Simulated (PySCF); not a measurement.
Dipole response of S¹⁰⁺ (sulfur, charge +10)

[He] 2s2 2p2, high-spin 3P determinant. Calculation: PySCF 2.14, in an uncontracted even-tempered set (18 s from 1.1 bohr⁻², ratio 2.2; 11 p from 1.4 bohr⁻², ratio 2.2; 6 d from 7.5 bohr⁻², ratio 2.4; 5 f from 11 bohr⁻², ratio 2.4; 5 g from 17 bohr⁻², ratio 2.4); the non-relativistic Hamiltonian (point nucleus). Coupled (time-dependent) response in atomic units; α is the mean over directions.

```
method  mean α (bohr³)               α xx, yy, zz  C₆ (like pair)    S(−4)
   UHF         0.08085  0.09517, 0.07370, 0.07370         0.01241  0.02505
  PBE0         0.07769  0.09303, 0.07002, 0.07002         0.01187  0.02208
```

S(−4) is the Cauchy moment in α(ω) = α(0) + S(−4) ω² + …

α(iu) at UHF:

| u (hartree) | α(iu) (bohr³) |
| --- | --- |
| 0 | 0.08085 |
| 0.300 | 0.07868 |
| 0.600 | 0.07306 |
| 1.20 | 0.05824 |
| 1.80 | 0.04540 |
| 2.40 | 0.03628 |
| 3.00 | 0.03007 |
| 4.50 | 0.02149 |
| 6.00 | 0.01728 |
| 9.00 | 0.01287 |
| 15.0 | 0.008320 |

A single London oscillator, α(iu) = α/(1 + u²/ω²), gives C₆ = (3/4) ω α². Matching the computed C₆ needs ω = 4 × 0.01241 / (3 × 0.08085²) = 2.53 hartree.

For an ion, C₆ is the dispersion term alone; charge-induced terms of lower order in 1/R come first.

The components differ because the open shell of this determinant is not spherical; for a pure term their mean is the scalar polarisability.
